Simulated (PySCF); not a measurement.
Gas-phase reaction: 2 ZrCl₃OH + ZrO₂ + 2 O + 2 H₂ → 3 ZrCl₂(OH)₂, at 1200 K and a standard pressure of 1 bar. Level: PBE0/def2-SVP†.

Computed with PySCF and rigid-rotor harmonic-oscillator thermochemistry at 1 bar. S°(298 K) at PBE0/def2-TZVP differs from the NASA 1993 table for ZrO₂ (-6 J/mol/K); whether the harmonic model or the table's entry is off was not settled. † marks an energy on the PBE0/def2-TZVP geometry and frequencies. Open shells (unrestricted): O (multiplicity 3, electronic degeneracy 9); the rest are closed-shell singlets. Spin-orbit splitting is ignored; it lowers the true energy and changes the entropy of O. Zr: scalar-relativistic def2 core potential, no spin-orbit coupling. ZrCl₃OH, ZrCl₂(OH)₂: computed as isolated molecules; such fragments, hydroxides, amides, oligomers or adducts are transient or little studied in the gas. The harmonic model lacks anharmonicity and excited electronic states, which grow with temperature; levels with a mode under 35 cm⁻¹ are left out. Soft modes under 120 cm⁻¹ make the harmonic entropy rough for ZrCl₃OH, ZrCl₂(OH)₂.

```
species          E (Ha)  H(1200 K) − E (kJ/mol)  S°(1200 K) (J/mol/K)
----------  -----------  ----------------------  --------------------
ZrCl₃OH     -1502.75895                   175.4                 549.7
ZrO₂         -197.24414                    72.0                 339.9
O             -74.92490                    24.9                 190.6
H₂             -1.16365                    61.6                 171.2
ZrCl₂(OH)₂  -1118.52670                   220.3                 578.7
```
E: electronic energy; H − E holds the zero-point and thermal terms. 1 Ha = 2625.5 kJ/mol.

Work out ΔH°, ΔS°, ΔG° and log10 K from these numbers.

1. ΔE = 3×(-1118.52670) − 2×(-1502.75895) − 1×(-197.24414) − 2×(-74.92490) − 2×(-1.16365) = -0.64096 Ha = -1682.8 kJ.
2. Δ(H − E) = 3×(220.3) − 2×(175.4) − 1×(72.0) − 2×(24.9) − 2×(61.6) = 65.1 kJ, so ΔH° = -1617.7 kJ.
3. ΔS° = 3×(578.7) − 2×(549.7) − 1×(339.9) − 2×(190.6) − 2×(171.2) = -426.8 J/K; the number of gas molecules changes by -4.
4. ΔG° = ΔH° − TΔS° = -1617.7 − 1200×(-426.8)/1000 = -1105.5 kJ.
5. log10 K = −ΔG°/(RT ln 10) = 48.13, with RT ln 10 = 22.97 kJ/mol; at standard pressures the products are favoured.
6. A shift of 10 kJ in ΔE would move log10 K by 0.44 here.
For scale, ΔH°(298 K) is -1630 kJ at this level, -1629 kJ at ωB97M-V/def2-TZVP†, and runs from -2442 to -1288 kJ over the 18 levels computed.
